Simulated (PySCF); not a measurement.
Species: C4H6Cl2O.
Structure used (GFN2-xTB), in Å, numbered top down from 1:
```
atom  x, y, z in Å
C1     2.2073    0.5209   -0.2644
C2     1.5368   -0.5955   -0.4928
O3     0.2166   -0.8462   -0.2905
C4    -0.5690    0.2046    0.2157
C5    -1.9866   -0.3258    0.3634
Cl6   -2.9636    0.8335    1.2833
Cl7   -2.7179   -0.5981   -1.2285
H8     1.7590    1.4159    0.1274
H9     3.2589    0.5645   -0.4743
H10    2.0085   -1.4835   -0.8900
H11   -0.5579    1.0670   -0.4640
H12   -0.2007    0.5225    1.2019
H13   -1.9959   -1.2794    0.8950
```

A PySCF run (density fitting, gas phase, GFN2-xTB geometry) gave HOMO -6.79 eV, LUMO -0.39 eV, dipole 1.84 D.

Task: Which of these levels was it?
A. PBE0/def2-SVPD
B. PBE0/cc-pVDZ
C. HSE06/pcSseg-1
D. PBE0/pcSseg-1

Result: C. It is HSE06/pcSseg-1. All candidates on this geometry:

| level and settings | kind | basis functions | SCF cycles | E (Eh) | HOMO (eV) | LUMO (eV) | dipole (D) |
| --- | --- | --- | --- | --- | --- | --- | --- |
| HSE06/pcSseg-1, grid level 3, level shift 0.3 Eh | screened hybrid, exact exchange at short range | 163 | 13 | -1151.0418 | -6.79 | -0.39 | 1.84 |
| PBE0/def2-SVPD | global hybrid | 205 | 14 | -1150.6217 | -7.24 | -0.21 | 1.81 |
| PBE0/pcSseg-1 | global hybrid | 163 | 14 | -1150.9852 | -7.19 | 0.00 | 1.85 |
| PBE0/cc-pVDZ, energy threshold 1e-07 Eh, start guess atom | global hybrid | 136 | 9 | -1151.0747 | -6.99 | 0.23 | 1.72 |

The nearest other candidate, by the summed differences of HOMO and LUMO, is PBE0/def2-SVPD: its HOMO differs by -0.45 eV and its LUMO by +0.18 eV. Cycle counts include a coarse-grid stage where the run had one.
